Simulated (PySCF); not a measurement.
A structure optimised at PBE0-D3(BJ)/def2-TZVP, used in a PySCF frequency run:

```
Si
F 1 1.5902
H 1 1.4752 2 108.34
H 1 1.4752 3 113.53 2 -120.40
Br 1 2.2009 3 108.76 4 -121.22
```

Problem. Write its SMILES, formula and point group.

Solution. F[SiH2]Br, BrFH2Si, Cs

Problem. What are its rotational constants (standard atomic weights)?

Solution. 19.473, 2.5312, 2.3027 GHz
